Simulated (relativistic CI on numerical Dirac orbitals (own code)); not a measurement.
Ligand-field terms of d3

Computed with a parametric ligand-field model of a d^n configuration (Racah B and C, spin-orbit zeta, crystal field), exact diagonalisation.

Field parameters in Wybourne normalisation: Oh B⁴₀ = 21Dq, B⁴₄ = √(5/14) B⁴₀. The field is a parameter set, without covalency.

Ground term and bands for B = 770, C = 3730, ζ = 0 cm⁻¹, Oh, 10Dq = 16170 cm⁻¹?

Ground term 4A2 with 0.00 electrons in the two orbitals of the cubic e set. Spin-allowed: 4T2 16170 cm⁻¹ (618 nm), 4T1 23496 cm⁻¹ (426 nm), 4T1 36564 cm⁻¹ (273 nm). Lowest spin-forbidden: 2E 16787 cm⁻¹ (596 nm), 2T1 17474 cm⁻¹ (572 nm), 2T2 24696 cm⁻¹ (405 nm). With an A2 ground term the first spin-allowed band lies at |10Dq| itself.

Ground term and bands for B = 770, C = 3730, ζ = 0 cm⁻¹, Oh, 10Dq = 2310 cm⁻¹?

Ground term 4A2 with 0.00 electrons in the two orbitals of the cubic e set. Spin-allowed: 4T2 2310 cm⁻¹, 4T1 4075 cm⁻¹ (2454 nm), 4T1 14405 cm⁻¹ (694 nm). Lowest spin-forbidden: 2E 15636 cm⁻¹ (640 nm), 2T1 15965 cm⁻¹ (626 nm), 2A1 16580 cm⁻¹ (603 nm). With an A2 ground term the first spin-allowed band lies at |10Dq| itself.

Ground term and bands for B = 770, C = 3730, ζ = 0 cm⁻¹, Oh, 10Dq = 8470 cm⁻¹?

Ground term 4A2 with 0.00 electrons in the two orbitals of the cubic e set. Spin-allowed: 4T2 8470 cm⁻¹ (1181 nm), 4T1 13796 cm⁻¹ (725 nm), 4T1 23164 cm⁻¹ (432 nm). Lowest spin-forbidden: 2E 16416 cm⁻¹ (609 nm), 2T1 17102 cm⁻¹ (585 nm), 2T2 22289 cm⁻¹ (449 nm). With an A2 ground term the first spin-allowed band lies at |10Dq| itself.

Ground term and bands for B = 770, C = 3730, ζ = 0 cm⁻¹, Oh, 10Dq = 22330 cm⁻¹?

Ground term 4A2 with 0.00 electrons in the two orbitals of the cubic e set. Spin-allowed: 4T2 22330 cm⁻¹ (448 nm), 4T1 30290 cm⁻¹ (330 nm), 4T1 48250 cm⁻¹ (207 nm). Lowest spin-forbidden: 2E 16973 cm⁻¹ (589 nm), 2T1 17617 cm⁻¹ (568 nm), 2T2 25817 cm⁻¹ (387 nm). With an A2 ground term the first spin-allowed band lies at |10Dq| itself.

Ground term and bands for B = 770, C = 3730, ζ = 0 cm⁻¹, Oh, 10Dq = 770 cm⁻¹?

Ground term 4A2 with 0.00 electrons in the two orbitals of the cubic e set. Spin-allowed: 4T2 770 cm⁻¹, 4T1 1377 cm⁻¹, 4T1 12483 cm⁻¹ (801 nm). Lowest spin-forbidden: 2E 14967 cm⁻¹ (668 nm), 2T1 15014 cm⁻¹ (666 nm), 2A1 15040 cm⁻¹ (665 nm). With an A2 ground term the first spin-allowed band lies at |10Dq| itself.
